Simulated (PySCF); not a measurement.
C₆H₁₁N₃.
Cartesian coordinates in Å at the GFN2-xTB level; atoms count from 1:
```
atom  x, y, z in Å
C1    -2.225   -0.797   -0.728
C2    -1.240   -0.553    0.417
C3    -1.845    0.388    1.460
C4     0.036    0.009   -0.111
C5     0.279    1.208   -0.798
N6     1.575    1.280   -1.062
N7     2.079    0.180   -0.558
C8     3.468   -0.151   -0.650
N9     1.205   -0.611    0.018
H10   -1.792   -1.467   -1.468
H11   -2.478    0.141   -1.217
H12   -3.139   -1.246   -0.348
H13   -1.000   -1.509    0.893
H14   -2.753   -0.045    1.873
H15   -1.142    0.560    2.271
H16   -2.094    1.346    1.008
H17   -0.394    1.984   -1.095
H18    4.046    0.770   -0.683
H19    3.742   -0.744    0.221
H20    3.665   -0.731   -1.554
```

Probes without a nucleus sit at each ring's centroid and 1 Å off its mean plane on both sides; NICS is minus the shielding there, NICSzz its component along the normal. Level: GIAO PBE0/pcSseg-1 (PySCF, non-relativistic, gas phase) on the GFN2-xTB geometry, one conformer.

Ring bond lengths (Å), with Mayer bond orders in brackets: C4–C5 1.403 (1.32), C5–N6 1.325 (1.51), N6–N7 1.311 (1.24), N7–N9 1.312 (1.22), N9–C4 1.329 (1.47).

**Question.** What do the NICS probes read (ppm)?

**Answer.** 
| ring | type | NICS(0) | NICS(1), two faces | NICS(1)zz, two faces | rms pucker (Å) | centre to ring atoms, mean (Å) |
| --- | --- | --- | --- | --- | --- | --- |
| C4–C5–N6–N7–N9 | 5-membered ring with 3 N; formal bonds all aromatic | -13.0 | -13.2 / -13.1 | -32.3 / -31.8 | 0.00 | 1.14 |

**Question.** What do they say, and how far can they be read as aromaticity?

**Answer.** 
- C4–C5–N6–N7–N9: mean NICS(1)zz -32.1 ppm, shielded. For a flat ring without four-coordinate atoms the NICS criterion counts such a value as aromatic.

**Question.** How equal are the bonds by HOMA? HOMA takes Krygowski's 1993 parameters.

**Answer.** 
- C4–C5–N6–N7–N9: HOMA 0.99; the largest term is that of C4–C5, α(R − Ropt)² = 0.05. The geometric and the magnetic index point the same way.

**Question.** What is the mean of the two in-plane components of NICS at the second NICS(1) probe listed for ring C4–C5–N6–N7–N9, 1 Å off the ring?

**Answer.** The isotropic value is a third of the trace: (3 × -13.1 − (-31.8))/2 = -3.7 ppm.

On one thread, Intel Xeon Platinum 8488C (x86_64), shared host with 192 logical CPUs at a one-minute load of 70, this took 40 s wall and 0.93 GiB of memory at its peak. This is the whole shielding run at PBE0/pcSseg-1, SCF included.
